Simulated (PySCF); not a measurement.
A side-by-side comparison of computed properties.

First species: C5H14N2.
InChI=1S/C5H14N2/c1-4-5(2)7-6-3/h5-7H,4H2,1-3H3/t5-/m0/s1

Second species: C₆H₁₃ClSi.
Atom-mapped SMILES: `[CH3:1][C@@H:2]1[CH2:3][SiH2:4][C@H:5]1[CH2:6][CH2:7][Cl:8]` (hydrogens: H9, H10, H11 on C1; H12 on C2; H13, H14 on C3; H15, H16 on Si4; H17 on C5; H18, H19 on C6; H20, H21 on C7)

Levels: PBE0/pcSseg-1 for dipole moment, HOMO energy, LUMO energy and HOMO–LUMO gap; GFN2-xTB for rotational constant A and rotational constant C. Geometries: GFN2-xTB. Each species is one conformer at its optimised geometry, gas phase, non-relativistic unless stated. Electronic properties by PySCF.

Dipoles, sizes and rotational constants follow the conformer. The torsions of the flexible species, by atom-mapped SMILES:
- `[CH3:1][CH2:2][C@H:3]([CH3:4])[NH:5][NH:6][CH3:7]`: C1–C2–C3–C4 -65°, C2–C3–N5–N6 61°, C3–N5–N6–C7 -154°
- `[CH3:1][C@@H:2]1[CH2:3][SiH2:4][C@H:5]1[CH2:6][CH2:7][Cl:8]`: Si4–C5–C6–C7 175°, C5–C6–C7–Cl8 178°

Q: Which of the two has the higher LUMO energy, and by how much?

A: The first: 1.30 eV against 0.16 eV, a difference of 1.14 eV.

Q: Which has the higher rotational constant C?

A: The first: 1.241 GHz against 0.543 GHz, a difference of 0.698 GHz.

Q: Which of the two has the higher HOMO energy, and by how much?

A: The first: -6.31 eV against -7.67 eV, a difference of 1.36 eV.

Q: Which has the higher rotational constant A?

A: The first: 4.389 GHz against 2.531 GHz, a difference of 1.858 GHz.

Q: Which has the higher HOMO–LUMO gap?

A: The second: 7.83 eV against 7.61 eV, a difference of 0.22 eV.

Q: Which has the higher dipole moment?

A: The second: 2.48 D against 1.61 D, a difference of 0.87 D.

On the first: The dipole matches unit charges of opposite sign 0.33 Å apart (1 e·Å = 4.8032 D).

On the second: The dipole matches unit charges of opposite sign 0.52 Å apart (1 e·Å = 4.8032 D). A dipole of 2.48 D is allowed in C1, and pure rotational transitions are dipole-allowed.
